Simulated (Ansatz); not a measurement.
System: arsenic trifluoride, AsF3, net charge 0, singlet state. 
Coordinates optimised at B3LYP-D3(BJ)/def2-TZVP (Ansatz, a first-principles code):
```
As
F 1 1.7294
F 1 1.7294 2 96.05
F 1 1.7294 2 96.05 3 -96.77
```
Charge 0, spin multiplicity 1.

Parts of the frozen-core correlation energy in STO-3G (Ansatz, hartree). Frozen orbitals: 17; correlated occupied orbitals by spin: 13 and 13; virtual: 3 and 3. No spin-orbit coupling. Non-relativistic.

```tsv
term	value
reference (HF)	-2503.38784
MP2 opposite-spin	-0.07030
MP2 same-spin	___
CCSD correlation	___
(T)	___
FCI minus CCSD(T)	-0.00179
T1 diagnostic	0.014
largest doubles amplitude	0.064
```

Task: Some entries are withheld; supply them.

Result: 
- MP2 same-spin, value: -0.01151
- CCSD correlation, value: -0.10408
- (T), value: -0.00597
